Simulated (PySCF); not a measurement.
**Dipole moment and polarisability of `CC(=O)O[SiH2]OC(C)=O`**

Species: C4H8O4Si.
Geometry (PBE0-D3(BJ)/def2-SVP, Å), atoms numbered from 1 in this order:
```xyz
17
C4H8O4Si angstrom
C      3.342   -0.501   -0.042
C      2.160   -0.472   -0.957
O      2.202   -0.355   -2.160
O      0.989   -0.587   -0.327
Si    -0.353   -0.518   -1.398
O     -1.572   -0.666   -0.197
C     -2.806   -0.626   -0.706
C     -3.888   -0.725    0.321
O     -2.975   -0.510   -1.898
H      3.267    0.326    0.679
H      3.336   -1.435    0.538
H      4.267   -0.417   -0.622
H     -0.425    0.814   -2.029
H     -0.362   -1.703   -2.278
H     -3.730   -1.617    0.944
H     -3.835    0.149    0.987
H     -4.867   -0.764   -0.169
```

Level: CAM-B3LYP/def2-SVPD (PySCF), static field, nuclei fixed, core orbitals frozen in the response. The polarisability tensor in these axes (au):

```
x   105.04   1.08  -1.08
y     1.08  65.88  -1.48
z    -1.08  -1.48  82.80
```

What are the eigenvalues, a third of the trace, and Δα (Δα² = ½Σ(αi − αj)² over the three pairs)?

Principal values 65.72, 82.87 and 105.13 au; mean 84.57 au = 12.53 Å³ = 13.94 × 10⁻⁴⁰ C²·m²/J; Δα = 34.22 au (40 % of the mean).

What is the dipole moment, and where does it point?

(0.18, -0.28, 3.52) D, 3.54 D in size, pointing from the negative to the positive side. Measured along this direction, the outermost atoms are H14 and H13 at the negative end and H15, H11, H10 and H16 at the positive end.

Estimate the molar refractivity from the static electronic polarisability.

Lorentz–Lorenz: R = (4π/3)N_A α = 2.5225 cm³/(mol·Å³) × 12.53 Å³ = 31.6 cm³/mol, in the limit of long wavelengths.

Orientational against electronic polarisability at 273 K (dilute gas, rigid molecules)?

In Gaussian units μ²/3kT = 110.63 Å³ against 12.53 Å³, a ratio of 8.83; the Debye molar polarisation (4π/3)N_A(α + μ²/3kT) is 310.7 cm³/mol, leaving out the vibrational part.

In TDDFT the mean static polarisability is Σ f/ω² over all singlet excitations (ω in hartree). How much of it do the 10 lowest give? Their energies (eV) and oscillator strengths: 5.92, 0.0006; 5.92, 0.0007; 7.90, 0.0260; 7.90, 0.0324; 8.19, 0.0432; 8.20, 0.0457; 8.37, 0.0017; 8.40, 0.0000; 8.53, 0.0379; 8.63, 0.2588.

They add up to 4.68 au, 5.5 % of the 84.57 au; the largest single term is 2.58 au, from the state at 8.63 eV. Terms in order: 0.01, 0.01, 0.31, 0.38, 0.48, 0.50, 0.02, 0.00, 0.39, 2.58 au. Higher excitations give the rest. The strengths listed sum to 0.447.

What would n − 1 = 2πNα be for an ideal gas of these molecules at 400 K and 1 atm, electronic part alone?

N = p/kT = 1.8347 × 10¹⁹ cm⁻³, so n − 1 = 2π × N × 12.53 × 10⁻²⁴ cm³ = 1445 × 10⁻⁶ at long wavelengths.

Isolated species at its PBE0-D3(BJ)/def2-SVP geometry (one conformer only).
